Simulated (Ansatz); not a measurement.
```xyz
9

O    -1.604    0.063    1.194
Si    0.023    0.216    0.909
O     0.299    1.833    0.779
Si    0.726   -0.755   -1.129
H    -1.903   -0.777    1.548
H    -0.223    2.410    1.341
H     0.076   -0.177   -2.339
H     2.201   -0.605   -1.244
H     0.404   -2.207   -1.059
```

Total charge 0; spin multiplicity 2.

(1) List the r2SCAN/def2-TZVPP orbital energies in eV (Ansatz). (Estimate.)

Results:

(1) The calculation gave: α occupied: -1791.92, -1790.80, -516.17, -516.05, -142.18, -141.29, -97.12, -97.06, -97.02, -96.17, -96.14, -96.14, -26.93, -26.39, -14.93, -13.65, -13.33, -10.53, -9.74, -9.04, -8.88, -8.76, -8.57, -7.89, -4.58. α empty: -0.65, -0.42, 0.79, 1.12, 1.35, 1.58, 2.17, 2.59. β occupied: -1791.84, -1790.77, -516.09, -515.97, -142.12, -141.28, -97.00, -96.96, -96.93, -96.12, -96.12, -96.11, -26.79, -26.25, -14.75, -13.55, -13.26, -10.14, -9.57, -8.91, -8.78, -8.68, -8.34, -7.53. β empty: -2.44, -0.35, -0.05, 0.96, 1.49, 1.62, 1.70, 2.32. ⟨S²⟩ = 0.756.
